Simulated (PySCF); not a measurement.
Basis and Hamiltonian dependence of the excitation energy of Se²⁺

Se²⁺ [Ar] 3d10 4s2 4p2 (3P) → Se²⁺ [Ar] 3d10 4s2 4p1 5s1 (3P). Calculated with PySCF 2.14 from differences of total energies of unrestricted determinants, without spin-orbit coupling. Values in eV.

```
                       basis       Hamiltonian  functions     UHF    PBE0  MP2 (valence)  CCSD(T) (valence)
              aug-cc-pVDZ-DK     spin-free X2C         36  15.454  15.598         15.421             15.404
                ANO-RCC-VTZP     spin-free X2C         43  16.317  16.101         16.248             16.191
                 def2-TZVPPD  non-relativistic         57  15.734  15.707         15.740             15.684
              aug-cc-pVTZ-DK     spin-free X2C         59     n/a     n/a            n/a                n/a
aug-cc-pVQZ-PP with ECP10MDF               ECP         89     n/a     n/a            n/a                n/a
```

Frozen in the all-electron rows: valence: [Ar] 3d10; with a core potential, the same shells as far as they lie outside it.

At UHF, aug-cc-pVDZ-DK, ANO-RCC-VTZP lie more than 0.3 eV from the median of the rows with comparable relativity. Of these, ANO-RCC-VTZP has no diffuse functions of the l that the added or promoted electron needs.

Non-relativistic rows lack the scalar-relativistic shift.
